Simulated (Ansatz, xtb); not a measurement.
**Relative energy of two isomers of C4H8Ge**

We compare X, `C=C[C](=C)[GeH3]`, a singlet, with Y, `C=C/C=[CH]\[GeH3]`, a singlet. Both are isolated molecules in the gas phase, relaxed with r2SCAN-D4/def2-SVP; the shapes shown needn't be the lowest conformers.

X (Å):

```
atom    x (Å)    y (Å)    z (Å)
   C   2.3436   0.3915  -0.1747
   C   1.2014   0.1377   0.4892
   C  -0.0244  -0.4047  -0.0929
   C  -1.1153  -0.6195   0.6749
  Ge  -0.1048  -0.8295  -2.0010
   H   2.4445   0.2021  -1.2491
   H   3.2194   0.7990   0.3372
   H   1.1609   0.3487   1.5680
   H  -1.1032  -0.3914   1.7491
   H  -2.0476  -1.0243   0.2690
   H   0.1520   0.4243  -2.8525
   H   0.9492  -1.8852  -2.3720
   H  -1.5077  -1.3758  -2.2990
```

Y (Å):

```yaml
atoms:
  - { symbol: C, position_ang: [2.6622, 0.8725, -0.2559] }
  - { symbol: C, position_ang: [1.5515, 0.1193, -0.3633] }
  - { symbol: C, position_ang: [0.2061, 0.6632, -0.4094] }
  - { symbol: C, position_ang: [-0.9325, -0.0595, -0.5167] }
  - { symbol: Ge, position_ang: [-1.0413, -1.9970, -0.6346] }
  - { symbol: H, position_ang: [2.5998, 1.9647, -0.1965] }
  - { symbol: H, position_ang: [3.6587, 0.4244, -0.2243] }
  - { symbol: H, position_ang: [1.6522, -0.9732, -0.4204] }
  - { symbol: H, position_ang: [0.1381, 1.7598, -0.3502] }
  - { symbol: H, position_ang: [-1.8829, 0.4879, -0.5399] }
  - { symbol: H, position_ang: [-0.4352, -2.6683, 0.6098] }
  - { symbol: H, position_ang: [-0.2920, -2.5253, -1.8699] }
  - { symbol: H, position_ang: [-2.5205, -2.3923, -0.7429] }
```

Quicker runs give these differences E(Y) − E(X): GFN2-xTB −4.89 kJ/mol; HF/STO-3G −7.05 kJ/mol (at GFN2-xTB geometries); r2SCAN-D4/def2-SVP//GFN2-xTB −1.63 kJ/mol.

Problem. Estimate E(Y) − E(X) at the level CCSD(T)/def2-SVP + ΔMP2/def2-TZVPP.

Solution. Too close to call at this level: CCSD(T)/def2-SVP + ΔMP2/def2-TZVPP gives E(Y) − E(X) = +2.91 kJ/mol.

How the difference moves with the method:

| level | geometry | E(Y) − E(X) (kJ/mol) | departure from the last row (kJ/mol) | job, with rough time for the two |
| --- | --- | --- | --- | --- |
| GFN2-xTB | GFN2-xTB | −4.89 | −7.80 | optimisation, 0.38 s |
| HF/STO-3G | GFN2-xTB | −7.05 | −9.96 | single point, 1.5 s |
| r2SCAN-D4/def2-SVP//GFN2-xTB | GFN2-xTB | −1.63 | −4.53 | single point, 9.6 s |
| r2SCAN-D4/def2-SVP | r2SCAN-D4/def2-SVP | −1.50 | −4.41 | optimisation, 80 s |
| HF/def2-SVP | r2SCAN-D4/def2-SVP | −3.10 | −6.01 | part of the CCSD(T) run |
| MP2/def2-SVP | r2SCAN-D4/def2-SVP | +1.82 | −1.09 | part of the CCSD(T) run |
| CCSD(T)/def2-SVP | r2SCAN-D4/def2-SVP | +1.27 | −1.63 | single point |
| CCSD(T)/def2-SVP + ΔMP2/def2-TZVPP | r2SCAN-D4/def2-SVP | +2.91 |  | single point, 2.6 min |

As drawn, both hold the same kinds of bond in the same numbers.

The largest departure from CCSD(T)/def2-SVP + ΔMP2/def2-TZVPP is that of HF/STO-3G, 9.96 kJ/mol. The last row adds to CCSD(T) the change of the MP2 difference between the two basis sets, here +1.63 kJ/mol.

With thermal terms from frequencies at re-optimised GFN2-xTB minima (ideal gas, soft modes damped towards free rotors, one conformer each, 298.15 K, 1 atm): the zero-point term adds +0.68 kJ/mol; ΔH is +3.68 and ΔG +2.43 kJ/mol.

The correlated steps freeze 13 core orbitals; the filled d shell of Ge is correlated, in a basis made for valence electrons. Codes used: Ansatz 0.2.0, xtb 6.7.1; the last row on 2 threads of AMD EPYC (Zen 3) on a shared host.
